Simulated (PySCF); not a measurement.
Te(SMe)(OSiH3) (CH₆OSSiTe), SMILES [SiH3]O[Te]SC.

Geometry optimised at r2SCAN-D4/def2-SVP. This is a generated structure with no PubChem entry under its InChIKey; it may be hypothetical. The def2 effective core potentials stand for the cores of Te; spin–orbit coupling is left out. The values are those of a single conformer.

Two levels are set side by side: TDA-PBE/def2-SVPD (PySCF) and TDA-ωB97X/def2-SVPD (PySCF). Vertical, same geometry. The lowest singlet is HOMO→LUMO 96 % with PBE and HOMO→LUMO 90 % with the other functional; states are paired by order. Differences are taken from unrounded values.

```
quantity                               TDA-ωB97X  TDA-PBE  TDA-PBE minus TDA-ωB97X
-------------------------------------  ---------  -------  -----------------------
lowest singlet excitation (eV)              3.18     2.97                    -0.21
lowest triplet excitation (TDA) (eV)        2.46     2.28                    -0.18
first bright state (f over 0.05) (eV)       6.19     5.17                    -1.01
its oscillator strength                     0.12     0.07                    -0.04
```

Functionals without exact exchange tend to place singlet excitations lower, as here. Differences between two approximate levels are no errors against the true value.

Rough cost on one machine, each run with all the roots and properties that it gave: TDA-ωB97X against TDA-PBE about 6 times.
